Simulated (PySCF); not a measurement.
An excited-state job on `C[O][Al@@H-]([NH3+])[CH2][SiH3]`.

Computed with TDDFT PBE0/def2-SVPD, vertical, gas phase, core orbitals frozen in the response (PySCF 2.14.0, density-fitted response routines). Geometry: GFN2-xTB. The command runs a driver script over a list of jobs; the input below is this job's line of settings and its coordinates in Å.

Command:
```bash
OMP_NUM_THREADS=1 python probes_run.py task.json out
```

Input:
```
{"job": {"kind": "uv", "xc": "PBE0", "basis": "def2-SVPD", "nstates": 6, "ntriplets": 2}, "charge": 0, "multiplicity": 1}
C     -2.380278    -1.960947    -0.098370
O     -1.543314    -0.898879    -0.421152
Al    -0.536409     0.335023    -0.890445
N     -0.653668     1.566142     0.796541
C      1.462901     0.054439    -0.998222
Si     2.562907     0.256391     0.519922
H     -3.253550    -1.603183     0.457026
H     -1.849318    -2.691932     0.518577
H     -2.729315    -2.461532    -1.005781
H     -1.188853     1.300303    -1.906058
H     -0.057695     2.381807     0.707116
H     -0.338115     1.030845     1.601191
H     -1.607987     1.873285     0.960821
H      1.831789     0.749596    -1.763126
H      1.658584    -0.944222    -1.411091
H      3.964962    -0.113291     0.282878
H      2.561386     1.667804     0.968859
H      2.087212    -0.535333     1.669658
```

Question: Give the output.

Answer: 
```
coarse grid: 15008 points
cycle   1  E = -744.3647172273  dE =  1.373e-01  |g| = 8.121e-01  |ddm| = 6.116e+00
cycle   2  E = -744.1163224763  dE =  2.484e-01  |g| = 1.360e+00  |ddm| = 2.865e+00
cycle   3  E = -744.5042893086  dE = -3.880e-01  |g| = 1.372e-01  |ddm| = 2.213e+00
cycle   4  E = -744.5072023330  dE = -2.913e-03  |g| = 6.852e-02  |ddm| = 2.426e-01
cycle   5  E = -744.5083956091  dE = -1.193e-03  |g| = 8.566e-03  |ddm| = 9.155e-02
cycle   6  E = -744.5084169962  dE = -2.139e-05  |g| = 1.816e-03  |ddm| = 2.088e-02
cycle   7  E = -744.5084177364  dE = -7.402e-07  |g| = 6.672e-04  |ddm| = 3.474e-03
final grid: 132896 points
cycle   8  E = -744.6068533811  dE = -2.604e-05  |g| = 1.061e-02  |ddm| = 1.202e-01
cycle   9  E = -744.6068309707  dE =  2.241e-05  |g| = 1.505e-02  |ddm| = 3.131e-02
cycle  10  E = -744.6068767247  dE = -4.575e-05  |g| = 1.375e-03  |ddm| = 1.705e-02
cycle  11  E = -744.6068771393  dE = -4.146e-07  |g| = 1.555e-04  |ddm| = 1.440e-03
cycle  12  E = -744.6068771431  dE = -3.801e-09  |g| = 8.076e-05  |ddm| = 3.292e-04
cycle  13  E = -744.6068771446  dE = -1.538e-09  |g| = 1.487e-05  |ddm| = 1.291e-04
cycle  14  E = -744.6068771447  dE = -5.411e-11  |g| = 3.036e-06  |ddm| = 3.987e-05
converged SCF energy = -744.6068771447

Static polarisability (au): isotropic 95.567, principal 88.364 89.350 108.989

Singlet excitations
state   eV       nm        f      main configurations
  1   5.4401    227.9   0.00406   H->L 0.99
  2   6.1142    202.8   0.02338   H-1->L 0.95
  3   6.3218    196.1   0.03744   H->L+1 0.89
  4   6.4955    190.9   0.02937   H->L+2 0.51, H-2->L 0.39
  5   6.6989    185.1   0.02990   H-2->L 0.57, H->L+2 0.37
  6   6.9321    178.9   0.01915   H->L+3 0.35, H-1->L+1 0.29, H->L+4 0.18

Triplet excitations (Tamm-Dancoff, eV): 5.3468 5.9825
```

The SCF starts on a coarse grid where the log names one; the energy can jump when the final grid takes over, and dE then counts from the start density on the new grid. H and L stand for HOMO and LUMO; the number after each pair is its weight.

Question: How does the lowest singlet excitation compare with the HOMO–LUMO gap?

Answer: HOMO -6.73 eV and LUMO -0.34 eV give a gap of 6.39 eV; S1 at 5.44 eV lies 0.95 eV below it.

Question: Give the mean polarisability as a volume in Å³, and the ratio of the largest to the smallest principal value.

Answer: 95.567 au × 0.148185 = 14.16 Å³; 108.989/88.364 = 1.23.

Summary of the converged run: HOMO -6.73 eV, LUMO -0.34 eV; lowest singlet 5.44 eV; lowest triplet 5.35 eV (Tamm–Dancoff); mean polarisability 95.6 au.

On one thread, Arm Neoverse V1 (aarch64), no GPU (shared host), this took 34 s and 0.90 GiB of memory at its peak.

One conformer stands for the species.
Labels such as C1 count atoms from 1, the log's own numbers from 0.
